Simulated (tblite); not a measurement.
Run record: tight-binding relaxation, `COB1N=CCO1`.

Computed with GFN2-xTB geometry optimisation, gas phase (tblite 0.8.0). Start geometry: from a force field or distance geometry. The input is one job of a driver script: a line of settings, then coordinates in Å.

Command:
```bash
OMP_NUM_THREADS=1 python probes_run.py task.json out
```

Input:
```
{"job": {"kind": "relax", "xc": "GFN2-xTB", "basis": "xTB"}, "charge": 0, "multiplicity": 1}
C      2.516500     0.043300    -0.309700
O      1.492300    -0.657700     0.357500
B      0.203600    -0.111000    -0.029700
N     -0.570500     0.781600     0.875500
C     -1.784400     0.600600     0.553600
C     -1.967900    -0.406100    -0.554500
O     -0.675900    -0.810200    -0.978800
H      3.496100    -0.368000    -0.002800
H      2.517100     1.122100    -0.027200
H      2.421900    -0.075700    -1.409800
H     -2.604000     1.109900     1.043200
H     -2.535000    -1.285100    -0.171900
H     -2.514200     0.056800    -1.392000
```

Output:
```
step      E/eV     max force
  0    -593.02868    3.055
  1    -593.33186    1.676
  2    -593.46886    1.040
  3    -593.49705    0.602
  4    -593.52307    0.419
  5    -593.54630    0.411
  6    -593.56656    0.410
  7    -593.58323    0.338
  8    -593.59768    0.328
  9    -593.60886    0.280
... (44 lines left out)
 54    -594.05084    0.069
 55    -594.05152    0.078
 56    -594.05239    0.077
 57    -594.05329    0.071
 58    -594.05392    0.048
 59    -594.05416    0.025
 60    -594.05423    0.018
 61    -594.05427    0.015
 62    -594.05429    0.012
 63    -594.05431    0.008
```

«max force» is the largest atomic force in eV/Å.

**Question.** From which step on does the largest force stay under 0.1 eV/Å, and how much energy is left to gain from there?

**Answer.** From step 44 (0.072 eV/Å), 8.2 meV above the end.

In short: energy lowered by 23.7 kcal/mol over 63 steps; largest atomic force 0.008 eV/Å at the end.

**Question.** Give the final coordinates.

**Answer.** 0.535 Å rms from the input after alignment:
```
atom  x, y, z in Å
C1     2.5200    0.1344   -0.2376
O2     1.4244   -0.6304   -0.6935
B3     0.1634   -0.3272   -0.3960
N4    -0.3417    0.8137    0.4353
C5    -1.5956    0.6853    0.4311
C6    -2.0867   -0.4994   -0.3627
O7    -0.8990   -1.0779   -0.8471
H8     3.1727   -0.5165    0.3481
H9     2.1892    0.9748    0.3742
H10    3.0668    0.5034   -1.1080
H11   -2.2625    1.3590    0.9484
H12   -2.6285   -1.2190    0.2610
H13   -2.7269   -0.1998   -1.1997
```

Time: 0.51 s. Hardware: one thread, Arm Neoverse N1 (aarch64), shared host with 64 logical CPUs at a one-minute load of 61.
Labels such as C1 count atoms from 1, the log's own numbers from 0.
